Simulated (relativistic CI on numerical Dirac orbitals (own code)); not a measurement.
## Mn: sensitivity of the levels to the model

Base calculation: Dirac-Coulomb-Breit CI, KLI orbitals optimised for each configuration, QED by a radiative potential, valence Slater integrals scaled by 0.85, P86 correlation energy added to each configuration.

Configuration list (outside the closed core [Ar]): 3d5 4s2, 3d6 4s, 3d5 4s 4p, 3d6 4p, 3d7, 3d5 4p2, 3d5 4s 4d, 3d6 4d, 3d6 5s, 3d5 4s 5s, 3d6 5p, 3d5 4s 6s, 3d5 4s 5p, 3d5 4s 6p, 3d5 4s 4f, 3d5 4s 5d, 3d5 4s 7s, 3d5 4s 5g, 3d5 4s 7p, 3d5 4s 5f, 3d5 4s 6d, 3d4 4s2 4p, 3d5 4s 7d. Levels of other configurations are missing.

The lowest level and the first level of each name with at least 55 % of one term (blank where a level has no safe partner in the second run):

```csv
Level,Base (cm⁻¹),Shift (cm⁻¹)
3d5 4s2 6S_5/2,0.0,0.0
3d5 4s 4p 8P°_5/2,13998.6,-773.4
3d5 4s 4p 8P°_7/2,14114.0,-757.4
3d5 4s 4p 8P°_9/2,14266.2,-736.9
3d5 4s 4p 6P°_3/2,22048.1,+600.3
3d5 4s 4p 6P°_5/2,22068.6,+604.5
3d5 4s 4p 6P°_7/2,22100.4,+610.1
3d6 4s 6D_9/2,23115.7,+3880.3
3d6 4s 6D_7/2,23328.9,+3877.6
3d6 4s 6D_5/2,23487.7,+3876.2
3d6 4s 6D_3/2,23598.0,+3875.4
3d6 4s 6D_1/2,23662.9,+3875.0
3d5 4s2 4G_11/2,25048.7,+4414.9
3d5 4s2 4G_5/2,25066.7,+4408.7
```

Correlation outside the listed configurations is missing or only estimated: errors of thousands of cm⁻¹ between configurations and terms are usual at this charge. Rates and lifetimes follow the computed energies and can be off by large factors. The fine structure of a lone outer electron comes out too small, for d and f at times inverted, and misplaced configurations move strength between like terms. 22 of the 35 excited levels that our extract of the measured tables holds in this range could be paired (the sources list more); they are missed by 4799 cm⁻¹ on average and 6226 at most, and levels without a partner can miss by more.

(1) One thing was changed in a second run, which moved the levels as shown. Which?
A. Breit term removed
B. self-excluded LDA correlation estimate
C. configuration mixing switched off
D. Slater integrals left unscaled
E. QED terms removed

## Answers

(1) D. Slater integrals left unscaled. Scaling acts on the splittings between terms and on the mixing, and leaves the fine structure of pure LS terms nearly alone; in jj coupling it moves the levels of one term differently.

LS names give the leading component of a level, which can be under half, so a name can repeat, a term be missing and a line seem to break the LS rules.
